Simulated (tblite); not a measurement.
Compound: C3H10F2OSi3.
Atom-mapped SMILES: `[O:1]=[CH:2][C:3]([SiH3:4])([SiH3:5])[SiH2:6][CH:7]([F:8])[F:9]` (hydrogens: H10 on C2; H11, H12, H13 on Si4; H14, H15, H16 on Si5; H17, H18 on Si6; H19 on C7)

The geometry is computed with GFN2-xTB (gas phase).

What internal coordinates does the optimisation give?

```csv
bond,length (pm),order
O1=C2,121.7,double
C2–C3,144.9,single
C3–Si4,191.4,single
C3–Si5,192.5,single
C3–Si6,191.8,single
Si6–C7,194.2,single
"C7–F8, C7–F9",136.6,single
C2–H10,110.2,single
Si4–H11 and 4 like bonds,146.2,single
Si5–H14,146.8,single
"Si6–H17, Si6–H18",146.0,single
C7–H19,109.9,single
```

Bonds in one row agree within 1 pm and their mean is given. Orders are formal, as drawn. A selection of angles:
```csv
angle,degrees
O1–C2–C3,120.3
O1–C2–H10,120.3
C3–C2–H10,119.3
C2–C3–Si4,109.5
C2–C3–Si5,108.1
C2–C3–Si6,97.6
Si4–C3–Si5,110.1
Si4–C3–Si6,115.8
C3–Si4–H11,108.2
C3–Si4–H12,109.1
H11–Si4–H12,110.4
H11–Si4–H13,110.5
C3–Si6–C7,106.9
C3–Si6–H17,112.8
C7–Si6–H17,103.4
H17–Si6–H18,116.0
Si6–C7–F8,109.0
Si6–C7–F9,111.1
Si6–C7–H19,117.4
F8–C7–F9,105.6
F8–C7–H19,106.4
```

Torsions: O1–C2–C3–Si4 122° (anticlinal); C2–C3–Si6–C7 179° (antiperiplanar); C3–Si6–C7–F8 175° (antiperiplanar). The mirror-image conformer, all signs reversed, is as good.

Si6 and O1 aren't drawn bonded (3 bonds apart) but lie 2.47 Å from each other; Cordero's covalent radii sum to 1.77 Å. Si6 (SiH2 silicon) is distorted tetrahedral (angles from 103.4° to 116.0°). Of the pairs four or more bonds apart, those above aside, Si5···F9 is among the closest relative to their van der Waals radii: 3.39 Å, 95 % of the sum of Bondi's values. The C–Si distances run from 1.914 Å (C3–Si4, drawn single) to 1.942 Å (Si6–C7, drawn single), a spread of 0.028 Å. Si4 (SiH3 silicon) is tetrahedral (angles from 108.2° to 110.5°).

Point group: C1 (no symmetry element, even within 0.4 Å). Its GFN2-xTB frequencies are all real (lowest 27 cm⁻¹). One conformer, not necessarily the lowest. 3 starts were optimised and ended at 0.00, 1.10 and 2.44 kcal/mol (GFN2-xTB); the lowest of these is shown.
